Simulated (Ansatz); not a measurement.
Relaxation of Ge₂Cl₂ with RKS PBE-D4/def2-SVP.

```sh
$ ansatz run in.yaml --threads 4 --pin off --events-out ev --progress --plain --max-ram 4787MiB
```

```yaml
crystal:
  periodic: [false, false, false]
  atoms:
    - {symbol: Ge, position_ang: [1.143610, -0.180040, -0.650010]}
    - {symbol: Ge, position_ang: [-1.183340, 0.370810, 0.473450]}
    - {symbol: Cl, position_ang: [2.308890, 0.998800, 0.754580]}
    - {symbol: Cl, position_ang: [-2.269150, -1.189570, -0.578020]}
basis:
  gaussian: {orbitals: def2-SVP}
hamiltonian: {xc: pbe, dispersion: d4}
scf: {lower_state_search: "off"}
output: {orbitals: {seedname: orbitals}}
relax: {f_tol: 0.02, max_steps: 100}
```

It took 10 s on 4 threads of Arm Neoverse V2 on a shared host.

Positions (Å) and forces (eV/Å) at steps 1, 2, 3, 4, 5, 6, 7, 8, 9, 10, 11, 12, 13, 14, 16 of 16:

```xyz
4
step=1 energy=-138033.9916 eV
Ge    1.144   -0.180   -0.650   -0.195   -0.648   -0.848
Ge   -1.183    0.371    0.473    0.158    0.836    0.678
Cl    2.309    0.999    0.755    0.340    0.458    0.609
Cl   -2.269   -1.190   -0.578   -0.303   -0.646   -0.440
4
step=2 energy=-138034.0298 eV
Ge    1.118   -0.255   -0.740   -0.456    0.180    0.111
Ge   -1.161    0.460    0.551    0.418    0.002   -0.279
Cl    2.189    0.977    0.772    0.352    0.100    0.216
Cl   -2.146   -1.182   -0.583   -0.314   -0.282   -0.048
4
step=3 energy=-138034.0657 eV
Ge    1.130   -0.220   -0.706   -0.220   -0.046   -0.114
Ge   -1.173    0.426    0.515    0.197    0.158    0.011
Cl    2.258    0.993    0.775    0.157    0.098    0.185
Cl   -2.215   -1.199   -0.584   -0.134   -0.210   -0.082
4
step=4 energy=-138034.0841 eV
Ge    1.113   -0.182   -0.760   -0.173    0.115    0.051
Ge   -1.176    0.484    0.481    0.150   -0.006   -0.152
Cl    2.243    0.940    0.820    0.036   -0.049    0.050
Cl   -2.180   -1.242   -0.541   -0.013   -0.059    0.051
4
step=5 energy=-138034.1096 eV
Ge    1.062   -0.062   -0.894    0.118    0.275    0.488
Ge   -1.181    0.633    0.366   -0.075   -0.488   -0.293
Cl    2.205    0.786    0.938   -0.484   -0.340   -0.475
Cl   -2.086   -1.357   -0.411    0.441    0.552    0.280
4
step=6 energy=-138034.1582 eV
Ge    1.041   -0.059   -0.915    0.032    0.242    0.370
Ge   -1.166    0.659    0.361   -0.009   -0.355   -0.267
Cl    2.149    0.751    0.942   -0.398   -0.300   -0.349
Cl   -2.024   -1.351   -0.388    0.375    0.413    0.247
4
step=7 energy=-138034.3042 eV
Ge    0.978   -0.027   -0.979   -0.050    0.060   -0.049
Ge   -1.126    0.736    0.324    0.025    0.062   -0.064
Cl    1.995    0.634    0.963   -0.297   -0.212   -0.037
Cl   -1.847   -1.343   -0.308    0.322    0.090    0.150
4
step=8 energy=-138034.4789 eV
Ge    0.920    0.008   -1.057   -0.095   -0.079   -0.123
Ge   -1.095    0.827    0.286    0.083    0.137    0.070
Cl    1.846    0.512    0.994   -0.414   -0.168   -0.029
Cl   -1.672   -1.347   -0.222    0.426    0.110    0.082
4
step=9 energy=-138034.6819 eV
Ge    0.861    0.016   -1.126   -0.173   -0.205   -0.184
Ge   -1.054    0.907    0.273    0.172    0.207    0.183
Cl    1.684    0.409    1.009   -0.442   -0.071    0.025
Cl   -1.491   -1.332   -0.156    0.443    0.069   -0.023
4
step=10 energy=-138034.7372 eV
Ge    0.832   -0.006   -1.142   -0.152   -0.199   -0.120
Ge   -1.025    0.928    0.290    0.164    0.140    0.175
Cl    1.649    0.411    1.018   -0.491   -0.094   -0.052
Cl   -1.456   -1.332   -0.166    0.479    0.153   -0.004
4
step=11 energy=-138034.9675 eV
Ge    0.723   -0.080   -1.210   -0.082   -0.085   -0.243
Ge   -0.918    1.015    0.346    0.047    0.250    0.091
Cl    1.458    0.373    1.034   -0.172   -0.072    0.130
Cl   -1.263   -1.308   -0.170    0.207   -0.093    0.022
4
step=12 energy=-138034.9219 eV rejected
Ge    0.676   -0.046   -1.317   -0.184   -0.164    0.543
Ge   -0.902    1.131    0.315    0.322   -0.497    0.068
Cl    1.321    0.240    1.075    0.052    0.424   -0.232
Cl   -1.094   -1.325   -0.073   -0.191    0.238   -0.379
4
step=13 energy=-138034.9930 eV
Ge    0.663   -0.131   -1.260   -0.025    0.237   -0.083
Ge   -0.860    1.074    0.389   -0.045    0.099   -0.228
Cl    1.367    0.365    1.053    0.208   -0.101    0.190
Cl   -1.170   -1.307   -0.183   -0.137   -0.236    0.122
4
step=14 energy=-138034.9980 eV
Ge    0.660   -0.075   -1.270    0.107   -0.194    0.021
Ge   -0.872    1.087    0.335   -0.055   -0.054    0.209
Cl    1.374    0.318    1.073   -0.070    0.100   -0.130
Cl   -1.162   -1.330   -0.137    0.018    0.148   -0.099
4
step=16 energy=-138035.0071 eV
Ge    0.668   -0.099   -1.261    0.002   -0.001   -0.008
Ge   -0.872    1.076    0.359   -0.003    0.007    0.002
Cl    1.380    0.343    1.061    0.004    0.000    0.006
Cl   -1.176   -1.320   -0.159   -0.003   -0.007    0.000
```

The structure comes from a short search, and lower isomers may exist.
